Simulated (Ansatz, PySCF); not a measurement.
Molecule: SbH5, net charge 0, singlet state. 
Coordinates optimised at B3LYP-D3(BJ)/def2-TZVP (Ansatz, an electronic-structure program):
```
Sb
H 1 1.7152
H 1 1.7152 2 120.00
H 1 1.7152 2 120.00 3 180.00
H 1 1.7744 2 90.00 3 90.00
H 1 1.7744 2 90.00 5 -180.00
```

Wanted: atomisation energy (electronic, to ground-state atoms), in kcal/mol. Cores are frozen in the correlated levels unless marked. UHF or UKS for open shells. No spin-orbit coupling. Frozen are the shells of the preceding noble gas and the d and f shells that filled before the atom's block. Past Kr the def2 sets carry scalar-relativistic core potentials. STO-3G rows are all-electron and non-relativistic. The coupled-cluster limit lacks core correlation, which all-electron functionals hold. CBS(X,Y): correlation extrapolated as X^-3; Hartree-Fock from the larger set.

| level | program | atomisation energy (kcal/mol) |
|---|---|---|
| HF/def2-SVP | Ansatz | 151.4 |
| B3LYP-D4/def2-TZVPD | Ansatz + dftd4 | 258.6 |
| TPSSh-D3(BJ)/def2-TZVPD | PySCF + dftd3 | 268.1 |
| PW6B95/def2-TZVPD | PySCF | 253.4 |
| LC-wPBE-D4/def2-TZVPD | Ansatz + dftd4 | 244.9 |
| MP2/CBS(def2-TZVPP,def2-QZVPP) | Ansatz | 239.2 |
| RI-MP2/def2-TZVPP | Ansatz | 230.2 |
| SCS-MP2/STO-3G | Ansatz | 293.0 |
| CCSD(T)/def2-TZVPP | Ansatz | 247.4 |
| CCSD(T)/CBS(def2-TZVPPD,def2-QZVPPD) | Ansatz | 255.2 |
